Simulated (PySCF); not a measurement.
## Computed properties of W(NH)(S)(SH)2 (H3NS3W), SMILES [NH]=[W](=[S])([SH])[SH], multiplicity 1

W(NH)(S)(SH)2 (H3NS3W), SMILES [SH][W](=[S])([SH])=[NH], multiplicity 1. Geometry optimised at B3LYP-D3(BJ)/def2-SVP. The spin state was assumed, not searched. The structure was generated by enumeration; whether it is a known compound was not checked. The def2 effective core potentials stand for the cores of W; spin–orbit coupling is left out. Other conformers were not sampled. All values are computed for the isolated molecule unless a solvent is named; none is compared with measurement here.

**Structure.** All 18 harmonic modes at B3LYP-D3(BJ)/def2-SVP (PySCF) are real, so it is a minimum. With heavy atoms numbered as in [W:1](=[NH:2])(=[S:4])([SH:5])[SH:7], the shortest bond between them is W1–N2 at 1.750 Å and the longest W1–S7 at 2.360 Å.

**Vibrations.** The strongest infrared lines (harmonic, unscaled, degenerate partners summed) lie at 3589 cm⁻¹ (184 km/mol, H 92 %), 531 cm⁻¹ (158 km/mol, S 55 %, H 24 %, W 13 %), 995 cm⁻¹ (67 km/mol, N 84 %, W 8 %). The softest mode is at 114 cm⁻¹ and the zero-point energy is 21.6 kcal/mol.

**Electronic structure.** B3LYP/def2-TZVP (PySCF) places the frontier levels at -7.18 and -2.82 eV, a gap of 4.36 eV, and gives a dipole moment of 1.56 D and a mean polarisability of 111.4 bohr³. PBE/def2-TZVP (PySCF) at the same geometry gives -6.34 and -3.33 eV, so its gap is 1.35 eV narrower. An orbital gap is neither the optical nor the fundamental gap.

**Excitations.** TDDFT-PBE0/def2-SVPD (PySCF) has S1 at 3.42 eV (362 nm, f = 0.008, weak); the most intense of the 10 singlets computed lies at 3.72 eV (f = 0.04). T1 (TDA) is at 2.99 eV. TDDFT-PBE/def2-SVPD (PySCF) puts S1 at 3.17 eV. No vertical singlet excitation falls in the visible range (under 3.1 eV).
